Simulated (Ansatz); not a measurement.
Basis-set series for `CC(C)(C)[N]([GeH3])[Si](C)(C)C`. Total charge 0; spin multiplicity 1. The structure was optimised at the PBE0-D4/def2-TZVP level. It is one conformer, not always the lowest.

```tsv
functional	basis	functions	energy (Eh)	HOMO (eV)	LUMO (eV)
PBE0-D4	def2-SVP	267	-2699.33379	-6.32	1.05
PBE0-D4	def2-TZVPP	632	-2700.06467	-6.42	0.65
ωB97M-V	def2-SVP	267	-2699.75220	-8.59	2.73
ωB97M-V	def2-TZVPP	632	-2700.50693	-8.70	2.09
```

Problem. Give the rows for def2-QZVPP. (Best estimate.)

Solution. Computed: 
```
functional       basis  functions  energy (Eh)  HOMO (eV)  LUMO (eV)
   PBE0-D4  def2-QZVPP       1245  -2700.13894      -6.43       0.30
   ωB97M-V  def2-QZVPP       1245  -2700.57878      -8.71       1.44
```

Positive LUMOs are unbound and depend on the basis. Scalar relativity is left out up to krypton.
